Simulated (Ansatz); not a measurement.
Gas-phase electronic energies from Ansatz, PBE0-D4/def2-TZVP geometries. CBS: MP2 limit from def2 TZ/QZ plus the TZ coupled-cluster correction, frozen cores. This one scheme is used for every species. DFT in def2-TZVPP. Open shells (•) are unrestricted, without spin–orbit coupling. For Ge outer-core shells are correlated without core-valence functions, which leaves a few kJ/mol of doubt a bond. Scalar relativity is left out up to krypton. One conformer a species, not always the lowest.

Consider the homolysis of the B–Ge bond: `[BH2][GeH]([CH3])[OH]` → `[BH2]`• + `[CH3][GeH][OH]`•.

```csv
level,ΔE (kcal/mol)
PBE0-D4,81.3
SCS-MP2/def2-QZVPP,85.0
```

Q: What does CCSD(T)/CBS give? (Best estimate.)

A: Computed: +85.6 kcal/mol. The listed levels differ from it by -4.3, -0.6 kcal/mol.

Largest T1 diagnostic among the species: 0.013.

The D4 term adds +2.1 kcal/mol with B3LYP and +1.2 kcal/mol with PBE0; it sums over pairs of atoms, weighted by their polarisabilities, and B3LYP, whose exchange is more repulsive, gets the larger term. In def2-TZVPP, CCSD(T) changes the Hartree–Fock value by +23.0 kcal/mol (the triples alone add +1.4 kcal/mol) and MP2 by +23.2 kcal/mol; breaking electron pairs costs correlation energy, which Hartree–Fock lacks. From PBE to PBE0 (25 % exact exchange), in def2-TZVPP and without D4, ΔE moves by +0.9 kcal/mol.

B3LYP here is the variant with VWN-RPA as its local correlation; programs differ in this.
